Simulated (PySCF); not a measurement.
# How methods differ on the excitation energy of Xe

Xe [Xe] (1S) → Xe [Kr] 4d10 5s1 5p6 6s1 (3S), as a difference of total energies. All numbers are calculated (PySCF 2.14, scalar relativity through the core potential, in aug-cc-pV5Z-PP with ECP28MDF). Correlated levels: valence: 4s2 4p6 4d10 frozen. The calculations carry no spin-orbit coupling.

```json
{"method": "UHF", "excitation energy (cm⁻¹)": "185700"}
{"method": "LDA", "excitation energy (cm⁻¹)": "167860"}
{"method": "PBE", "excitation energy (cm⁻¹)": "166600"}
{"method": "PBE0", "excitation energy (cm⁻¹)": "173250"}
{"method": "r2SCAN", "excitation energy (cm⁻¹)": "172680"}
{"method": "BLYP", "excitation energy (cm⁻¹)": "165920"}
{"method": "M06-L", "excitation energy (cm⁻¹)": "171530"}
{"method": "revPBE", "excitation energy (cm⁻¹)": "166630"}
{"method": "MP2 (valence)", "excitation energy (cm⁻¹)": "173860"}
{"method": "SCS-MP2 (valence)", "excitation energy (cm⁻¹)": "172270"}
```

The upper state lies above the first ionisation limit, where it may autoionise and the basis confines it. A Rydberg-like electron needs more diffuse functions than a valence basis has.

The promoted electron is Rydberg-like, and one or two diffuse shells describe it only roughly, which tends to raise the upper state.
